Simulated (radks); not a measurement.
Charge is removed step by step from the 3p3/2 level of Ca3+, starting from [Ne] 3s2 3p(1/2: 2, 3/2: 3). Calculated with a radial shooting solver on a logarithmic mesh with Libxc functionals: Dirac Kohn-Sham, PBE, spin-unpolarised, spherical densities, finite nucleus; Fermi nuclear charge, rms radius 3.4776 fm.

| removed (e) | E - E(0) (eV) | eigenvalue (eV) | E minus straight line (eV) |
|---|---|---|---|
| 0 | 0.000 | -59.508 | 0.000 |
| 0.125 | 7.573 | -61.662 | -0.961 |
| 0.25 | 15.416 | -63.834 | -1.652 |
| 0.375 | 23.532 | -66.023 | -2.070 |
| 0.5 | 31.923 | -68.229 | -2.214 |
| 0.625 | 40.590 | -70.451 | -2.081 |
| 0.75 | 49.536 | -72.690 | -1.669 |
| 0.875 | 58.763 | -74.945 | -0.976 |
| 1 | 68.273 | -77.216 | 0.000 |

Removing the whole electron costs 68.273 eV by Delta-SCF, against 59.508 eV from minus the eigenvalue at the starting occupation. Slater's transition state (half an electron removed) gives 68.229 eV. Integrating minus the eigenvalue over the occupation (Janak's theorem) gives 68.273 eV. The mean slope of the eigenvalue, de/dn, is 17.7 eV per electron. Ionisation energy of Ca3+ in the NIST Atomic Spectra Database: 67.273 eV (semi-empirical).

Beside tabulated values, note that spin-unpolarised runs miss the spin-polarisation part of the exchange energy of open shells.
